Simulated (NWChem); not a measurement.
Isomers of CH5Cl2FSi2, each optimised at PBE0/def2-SVP with NWChem, gas phase unless a solvent is named. Flexible species stand in one conformer each, which need not be the lowest. Pople sets run with spherical d functions. Relative energies count from the lowest isomer at each level and are electronic, without zero-point energy, on those geometries. Shieldings are non-relativistic GIAO values without spin-orbit effects.

A: FC[Si@H](Cl)[SiH2]Cl
B: [Si@H](F)(C)[SiH](Cl)Cl
C: C[Si@@H](Cl)[Si@@H](F)Cl
D: F[SiH2]C[SiH](Cl)Cl

```tsv
quantity	A	B	C	D
relative energy, PBE0/def2-SVP (kcal/mol)	?	4.2	2.9	0.0
relative energy, PBE/def2-TZVP (kcal/mol)	?	2.6	1.3	0.0
relative energy, TPSSh/def2-TZVP (kcal/mol)	?	5.1	3.8	0.0
13C shift against tetramethylsilane, B3LYP/6-31G* (ppm)	?	-0.8	-0.5	9.5
```

What belongs in the gaps?


- relative energy, PBE0/def2-SVP (kcal/mol), A: 57.2
- relative energy, PBE/def2-TZVP (kcal/mol), A: 58.6
- relative energy, TPSSh/def2-TZVP (kcal/mol), A: 60.4
- 13C shift against tetramethylsilane, B3LYP/6-31G* (ppm), A: 73.9
